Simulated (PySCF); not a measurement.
Zn(SH)(SMe) (CH₄S₂Zn), SMILES C[S][Zn][SH]. Coordinates come from a PBE0-D3(BJ)/def2-SVP optimisation. The structure was generated by enumeration; whether it is a known compound was not checked. One conformer was computed; it need not be the lowest.

Computed equilibrium geometry at PBE0-D3(BJ)/def2-SVP (PySCF confirms it by a frequency run) as a Z-matrix (one conformer of several):
```
Zn
S 1 2.1724
C 2 1.8299 1 100.69
H 3 1.0988 2 112.26 1 62.08
H 3 1.0989 4 109.58 2 125.49
H 3 1.0990 4 108.03 5 117.45
S 1 2.1771 3 144.42 4 54.42
H 7 1.3529 1 92.60 3 92.38
```
Charge 0, spin multiplicity 1.
